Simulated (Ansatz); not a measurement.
Input for Ansatz (development build ahead of 0.2.0):

```yaml
crystal:
  periodic: [false, false, false]
  atoms:
    - { symbol: Ti, position_ang: [0.0, 0.0, 0.0] }
    - { symbol: O, position_ang: [0.0, 0.0, 2.1] }
    - { symbol: H, position_ang: [0.775, 0.0, 2.675] }
    - { symbol: H, position_ang: [-0.775, 0.0, 2.675] }
basis:
  gaussian: { orbitals: def2-SVP }
total_charge: 1
magnetization:
  spin_polarized: true
  initial_magnetization: 3
hamiltonian:
  xc: hf
scf:
  omitted_lower_state_checks: [stability, starts, atomic_configurations, cluster_reference, orbital_swaps, given_window_search, neighbouring_geometries, increment]
output:
  forces: true
```

The input is written out in the form of the current development build from the run's settings.

Output:

| Quantity | Value |
| --- | --- |
| Converged | yes |
| Total energy | -924.10086 hartree |
| Spin squared of the determinant | 3.752 |

Forces (eV/Å):
```json
{"atom": "Ti1", "Fx": "0.000", "Fy": "0.000", "Fz": "-0.632"}
{"atom": "O2", "Fx": "0.000", "Fy": "0.000", "Fz": "1.244"}
{"atom": "H3", "Fx": "-0.469", "Fy": "0.000", "Fz": "-0.306"}
{"atom": "H4", "Fx": "0.469", "Fy": "0.000", "Fz": "-0.306"}
```

This is not the lowest solution: another run reaches a determinant 0.02 eV lower. Caution: other spin multiplicities were not run.
